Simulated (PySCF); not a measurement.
C₆ coefficients of unlike pairs at B97-3

Calculated with PySCF 2.14 from the dipole response of each species, C₆(A,B) = (3/π) ∫ α_A(iu) α_B(iu) du, in atomic units, from isotropic polarisabilities. For ions this is the dispersion term alone; charge-induced terms of lower order in 1/R come first.

```
species      configuration                                                                         basis     relativity  α (bohr³)  C₆ (like pair)
     S⁺  [Ne] 3s2 3p3 (4S)                                                   aug-cc-pVQZ-DK (7s6p4d3f2g)  spin-free X2C      10.81           53.17
     Xe          [Xe] (1S)  x2c-TZVPPall with one added diffuse shell each of s, p, d, f type (9s7p5d3f)  spin-free X2C      26.88           284.4
   Al³⁺          [Ne] (1S)                                                aug-cc-pV(5+d)Z (8s7p6d4f3g2h)           none     0.2722          0.2503
```

(1) Estimate C₆ for Al³⁺ with S⁺.

No spin-orbit coupling is included.

The other pairs:

| pair | C₆ |
| --- | --- |
| Al³⁺, Xe | 5.619 |
| Xe, S⁺ | 122.7 |

Answers

(1) The integral gives 2.423. The combination rule 2 C_A C_B / (C_A α_B/α_A + C_B α_A/α_B) gives 2.360 and the geometric mean 3.648.
